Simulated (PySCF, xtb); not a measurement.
Cl4Hf, SMILES [Cl][Hf+]([Cl])([Cl])[Cl] (connectivity only; charge and spin as stated), charge +1, multiplicity 2.

Harmonic wavenumbers (cm⁻¹) from GFN2-xTB run with xtb at its own minimum, in rising order: 18, 42, 75, 77, 85, 200, 216, 264, 291.

What does B3LYP-D3(BJ)/def2-SVP (PySCF) give at its own minimum? (The exact figures need the calculation; the answer reports its results.)

10, 10, 66, 72, 76, 233, 233, 278, 363. Paired by order, the mean absolute difference is 22 cm⁻¹ and the zero-point energies are 1.8 and 1.9 kcal/mol.
